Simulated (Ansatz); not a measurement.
System: sum formula H6SiN3O, net charge 0, doublet state. It need not be the lowest isomer of its formula. SMILES: N[Si](N)(N)[O]
Structure (B3LYP-D3(BJ)/def2-TZVP (Ansatz, a first-principles code) minimum search):
```xyz
11

N      1.2992    -0.5515     0.9677
Si     0.0359     0.0665     0.0170
N     -0.7481    -1.0879    -1.0300
N     -1.1579     0.6493     1.0912
O      0.6324     0.9972    -1.1759
H      1.1631    -1.0331     1.8396
H      2.2509    -0.5647     0.6442
H     -0.1618    -1.6684    -1.6133
H     -1.5944    -0.8381    -1.5229
H     -0.8829     1.2584     1.8456
H     -2.0892     0.8679     0.7741
```
Charge 0, spin multiplicity 2.

Parts of the frozen-core correlation energy in cc-pV(Q+d)Z (Ansatz, hartree). Frozen orbitals: 9; correlated occupied orbitals by spin: 16 and 15; virtual: 439 and 440. UHF or UKS for open shells. No spin-orbit coupling. Non-relativistic.

```csv
term,value
reference (HF),-530.88377
MP2 opposite-spin,___
MP2 same-spin,___
CCSD correlation,-1.05220
(T),___
T1 diagnostic,0.026
largest doubles amplitude,0.013
<S^2> of the reference,0.760
```

Problem. Complete the blanks.

Solution. 
- MP2 opposite-spin, value: -0.77994
- MP2 same-spin, value: -0.24125
- (T), value: -0.04263
